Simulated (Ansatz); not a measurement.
CH6AlNSi, one more setting.

```yaml
crystal:
  periodic: [false, false, false]
  atoms:
    - {symbol: C, position_ang: [-0.846548, 0.819579, -0.703621]}
    - {symbol: N, position_ang: [0.124474, 0.541345, 0.485988]}
    - {symbol: Si, position_ang: [0.276897, -1.288046, 0.914704]}
    - {symbol: Al, position_ang: [0.611439, -0.460037, -1.383373]}
    - {symbol: H, position_ang: [-1.941019, 0.558440, -0.495138]}
    - {symbol: H, position_ang: [-0.752112, 1.904912, -1.057486]}
    - {symbol: H, position_ang: [0.335225, 1.347163, 1.144323]}
    - {symbol: H, position_ang: [-1.015468, -1.877461, 1.582682]}
    - {symbol: H, position_ang: [1.432666, -1.393453, 1.963393]}
    - {symbol: H, position_ang: [1.861703, -0.206097, -2.448218]}
basis:
  gaussian: {orbitals: "6-31G*", final_grid: {core_spheres: 8, valence_spheres: 7, degree: 23}}
hamiltonian: {xc: {name: r2SCAN50}}
output: {forces: true}
```

```sh
$ ansatz run in.yaml --threads 2 --pin off --events-out ev --progress --plain --max-ram 4352MiB
```

Output, abridged:

```
Functional definition: r2SCAN50
804 factors; integrals over basis functions are off by at most 1.1e-3 eV
mean field evaluation 1: about -17089.2331 eV, gradient 3.9e1 eV
mean field evaluation 2: about -17086.6897 eV, gradient 5.1e1 eV
mean field evaluation 4: about -17092.8777 eV, gradient 2.1e0 eV
mean field evaluation 8: about -17092.9210 eV, gradient 5.6e-2 eV
mean field evaluation 16: about -17092.9210 eV, gradient 9.2e-6 eV
mean field -17092.92104400 eV, -628.1532623690 hartree, gradient 9.2e-6 eV, S^2 0.000000; 0 other end points of the search recorded, 0 dependent functions left out
reference -17092.92105193 eV, -628.1532626603 hartree; 23, 23 occupied and 57, 57 virtual orbitals, 804 factors
Total energy: -17092.92105193 eV, -628.1532626603 hartree
Atom 0 at    -0.846548     0.819579    -0.703621 Å, force     0.450518     0.000095     0.634599 eV/Å
Atom 1 at     0.124474     0.541345     0.485988 Å, force    -0.425717     0.441218    -0.145140 eV/Å
Atom 2 at     0.276897    -1.288046     0.914704 Å, force    -0.186589     1.265620     0.118907 eV/Å
Atom 3 at     0.611439    -0.460037    -1.383373 Å, force    -0.371144     0.911650     1.059785 eV/Å
Atom 4 at    -1.941019     0.558440    -0.495138 Å, force     1.862262     0.434496    -0.232256 eV/Å
Atom 5 at    -0.752112     1.904912    -1.057486 Å, force    -0.081102    -1.779617     0.727412 eV/Å
Atom 6 at     0.335225     1.347163     1.144323 Å, force    -0.559885    -1.673898    -1.356966 eV/Å
Atom 7 at    -1.015468    -1.877461     1.582682 Å, force     1.143279     0.506711    -0.564309 eV/Å
Atom 8 at     1.432666    -1.393453     1.963393 Å, force    -1.030473     0.113381    -0.915000 eV/Å
Atom 9 at     1.861703    -0.206097    -2.448218 Å, force    -0.801148    -0.219655     0.672968 eV/Å
Dipole moment:    -0.046267     0.147648    -0.000876 e Å
```

Hardware: 2 threads of an Arm Neoverse V2 on a shared host. Wall time 1.6 s, peak host memory 0.14 GiB.
